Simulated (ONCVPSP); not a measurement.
**Sm (Z = 62), ONCV: configuration errors across variants**

| Quantity | Value |
| --- | --- |
| Element | samarium |
| Generator | ONCVPSP 4.0.1 |
| Type | optimised norm-conserving Vanderbilt (ONCV) |
| Functional | PBE |
| Relativity | scalar-relativistic |
| Frozen core | [Kr] 4d10 4f5 |
| Valence charge | 11 |
| Reference configuration | 5s2 5p6 5d1 6s1.5 6p0.5 |
| Partial waves | 5s+6s: rc 2.15 bohr, ncon 4, nbas 8, qcut 6.3 1/bohr, 2 projectors; 5p+6p: rc 3.05 bohr, ncon 5, nbas 8, qcut 5.7 1/bohr, 2 projectors; 5d: rc 2.60 bohr, ncon 5, nbas 8, qcut 3.1 1/bohr, 2 projectors, debl 2.3 Ha |
| Local potential | polynomial inside 2.10 bohr (lpopt 5, dvloc0 4 Ha) |
| Core correction | Teter function fitted to the true core (icmod 2), fcfact 0.6 |

All-electron excitation energies from the reference (eV): (1) 5s2 5p6 5d1 6s2 6p0 -1.346; (2) 5s2 5p6 5d1 6s1 6p0 5.108; (3) 5s2 5p6 5d1 6s0 6p0 16.878; (4) 5s2 5p6 5d1.5 6s1.5 6p0 -0.668.

1 further variants failed, have other tests or too few solved ones, and are left out.

A true bound ghost makes a file unfit for plane-wave use even where its test errors are small: the radial tests pick states by their node count and pass the ghost by.

Errors AE − PS in meV (a dash: test not solved or not reliable):

```csv
change,(1),(2),(3),(4),bound ghosts,GHOST(+) flags above zero
base,+0.5,+0.1,+9.0,-2.2,none,s
"all radii but the core radius scaled by about 0.88 (s 1.90, p 2.70, d 2.30 bohr); local potential polynomial inside 1.86 bohr (lpopt 5, dvloc0 4 Ha)",+0.5,+0.1,+9.3,-2.5,none,s
"all radii but the core radius scaled by about 0.96 (s 2.06, p 2.92, d 2.48 bohr); local potential polynomial inside 2.00 bohr (lpopt 5, dvloc0 4 Ha)",+0.5,+0.1,+9.0,-2.4,s,none
"all radii but the core radius scaled by about 1.20 (s 2.58, p 3.66, d 3.12 bohr); local potential polynomial inside 2.52 bohr (lpopt 5, dvloc0 4 Ha)",+0.4,-0.1,+4.9,-0.5,none,none
"all radii but the core radius scaled by about 1.30 (s 2.80, p 3.98, d 3.38 bohr); local potential polynomial inside 2.74 bohr (lpopt 5, dvloc0 4 Ha)",+0.3,-0.6,-3.1,+1.2,none,none
```

Question: Give the same row for: all radii but the core radius scaled by about 1.16 (s 2.50, p 3.54, d 3.02 bohr); local potential polynomial inside 2.44 bohr (lpopt 5, dvloc0 4 Ha).

Answer: +0.4, -0.1, +5.8, -1.0; bound ghosts: none; GHOST(+) flags above zero: none.
